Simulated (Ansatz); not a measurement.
Consider the formal exchange of groups at a C–Cl bond: `OC([SiH3])Cl` + GeH₄ → `O[CH]([SiH3])[GeH3]` + HCl.

Calculated with Ansatz (gas phase, PBE0-D4/def2-TZVP geometries, no zero-point term in ΔE). CCSD(T)/CBS is the MP2 limit (def2-TZVPP, def2-QZVPP) plus CCSD(T) − MP2 in def2-TZVPP, frozen cores. This one scheme is used for every species. For Ge outer-core shells are correlated without core-valence functions, which leaves a few kJ/mol of doubt a bond. Scalar relativity is left out up to krypton. Each species was taken in one conformer, which may not be the lowest.

`OC([SiH3])Cl`:

```xyz
9

O    -0.737    1.049   -1.039
C    -0.634   -0.096   -0.279
Si    0.960   -0.042    0.757
Cl   -0.535   -1.593   -1.320
H    -1.578    1.052   -1.509
H    -1.523   -0.277    0.333
H     2.118    0.040   -0.163
H     1.014   -1.279    1.574
H     0.915    1.147    1.646
```

GeH₄:

Z-matrix (Å, degrees):
```
Ge
H 1 1.534
H 1 1.534 2 109.5
H 1 1.534 2 109.5 3 -120.0
H 1 1.534 2 109.5 3 120.0
```

`O[CH]([SiH3])[GeH3]`:

Z-matrix (Å, degrees):
```
C
Si 1 1.887
Ge 1 1.974 2 112.6
O 1 1.429 2 111.7 3 -119.5
H 1 1.100 2 109.1 3 117.1
H 2 1.486 1 110.8 3 52.2
H 2 1.488 1 110.6 3 -69.5
H 2 1.492 1 108.3 3 171.0
H 3 1.536 1 109.4 2 179.0
H 3 1.536 1 109.6 2 -60.4
H 3 1.539 1 108.7 2 59.2
H 4 0.962 1 108.8 2 -56.0
```

HCl:

Z-matrix (Å, degrees):
```
Cl
H 1 1.279
```

```tsv
species	CCSD(T)/CBS(def2) energy (Eh)
`OC([SiH3])Cl`	-865.07237
GeH₄	-2078.49493
`O[CH]([SiH3])[GeH3]`	-2483.19554
HCl	-460.38127
```

**Question.** Work out ΔE.

**Answer.** ΔE = (-2483.19554) + (-460.38127) − (-865.07237) − (-2078.49493) = -0.00951 Eh = -25.0 kJ/mol.

Largest T1 diagnostic among the species: 0.012.

In def2-TZVPP, CCSD(T) changes the Hartree–Fock value by −16.3 kJ/mol (the triples alone add +0.4 kJ/mol) and MP2 by −18.2 kJ/mol. The D4 term adds −4.8 kJ/mol with B3LYP and −2.9 kJ/mol with PBE0; it sums over pairs of atoms, weighted by their polarisabilities, and B3LYP, whose exchange is more repulsive, gets the larger term. From PBE to PBE0 (25 % exact exchange), in def2-TZVPP and without D4, ΔE moves by −3.4 kJ/mol.

B3LYP here is the variant with VWN-RPA as its local correlation; programs differ in this.
